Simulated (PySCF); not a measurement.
CH₉AlO₂Si₂, SMILES [CH3][Al]([O][SiH3])[O][SiH3].

Geometry optimised at B3LYP-D3(BJ)/def2-SVP. The isomer is the one that the SMILES or the coordinates give; other isomers of the formula were not compared. The values are those of a single conformer.

Calculation: IEF-PCM-B3LYP/def2-SVP in PySCF.

The values are the electrostatic part of the solvation free energy, E(continuum) − E(gas) at the gas-phase geometry, in a cavity of scaled van der Waals radii (PySCF's table); cavitation and dispersion terms are not included. A continuum can't describe solvent molecules that bind to the metal. In vacuum the orbital gap is 7.71 eV. The dipole moment in vacuum is 0.93 D.

Q: Estimate the values in water (ε = 78.36), ethanol (ε = 24.85), n-hexane (ε = 1.88). (The exact figures need the calculation; the answer reports its results.)

A: 
```tsv
solvent	ε	ΔG(elec) (kcal/mol)	dipole (D)	gap (eV)
water	78.36	-2.8	1.08	7.90
ethanol	24.85	-2.7	1.08	7.90
n-hexane	1.88	-1.0	1.00	7.79
```
